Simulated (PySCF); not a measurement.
Property card for `C#[C][GaH-]1[Cl+][GaH2-][Cl+]1`

Compound: C2H4Cl2Ga2.
Structure used (PBE0-D3(BJ)/def2-SVP), in Å, numbered top down from 1:
```
atom  x, y, z in Å
C1     3.0829   -0.3478    0.1551
C2     2.0338    0.2482   -0.0134
Ga3    0.4020    1.1890   -0.2997
Cl4   -0.7638   -0.0331   -1.9519
Ga5   -2.2625   -0.8581   -0.2970
Cl6   -1.1110    0.4294    1.3430
H7     4.0066   -0.8807    0.3038
H8     0.1309    2.6933   -0.5313
H9    -1.8576   -2.3359   -0.0472
H10   -3.6111   -0.1254   -0.5352
```

Structural features include: alkyne.

PBE0-D3(BJ)/def2-SVP geometry optimisation, gas phase (PySCF):

| Property | Result |
| --- | --- |
| Point group | Cs |
| Rotational constants A, B, C | 1.705, 0.710, 0.627 GHz |

From CAM-B3LYP/def2-SVPD ground state, ΔSCF and vertical TDDFT (core frozen in the response) (PySCF):

| Quantity | Value |
| --- | --- |
| Dipole moment | 0.42 D |
| HOMO energy | -9.64 eV |
| LUMO energy | -0.32 eV |
| HOMO–LUMO gap | 9.32 eV |
| Lowest singlet excitation | 5.68 eV (218 nm, f = 0.000) |
| Strongest line among the 10 lowest singlet transitions | S7 at 7.40 eV (168 nm, f = 0.210) |
| Lowest triplet excitation (Tamm–Dancoff) | 4.81 eV |
| Static isotropic polarisability | 104.5 au |
| Vertical ionisation energy | 10.55 eV |
| Electronic spatial extent ⟨r²⟩ about the centre of nuclear charge | 1776 bohr² |

Monoisotopic mass from the formula: 235.8202 u.

The principal polarisabilities are 91.9, 97.3 and 124.3 au; their mean is the isotropic value. The vertical singlet–triplet gap S1 − T1 is 0.87 eV (TDDFT singlet less Tamm–Dancoff triplet; S1: HOMO→LUMO, weight 0.58; T1: HOMO−1→LUMO, weight 0.31, beside HOMO−1→LUMO+4, weight 0.20). In atomic units the dipole is 0.16 e·bohr (1 au = 2.5417 D). With B = h/(8π²I), that is 505.379 GHz u Å² over I, the principal moments of inertia are 296.3, 711.3 and 806.4 u Å² (most abundant isotopes). The largest Löwdin shares of the HOMO are 0.42 on C2, 0.42 on C1, 0.06 on Ga3 and 0.04 on H7. The largest Löwdin shares of the LUMO are 0.21 on Ga3, 0.21 on Ga5, 0.13 on Cl4 and 0.13 on Cl6.

The calculation is non-relativistic and has no spin–orbit coupling, an omission that weighs most on gallium.

For the TDDFT job (CAM-B3LYP/def2-SVPD), time: 8.2 min; peak memory 1.2 GiB. Hardware: one thread, Arm Neoverse N1 (aarch64), shared host with 64 logical CPUs at a one-minute load of 60.
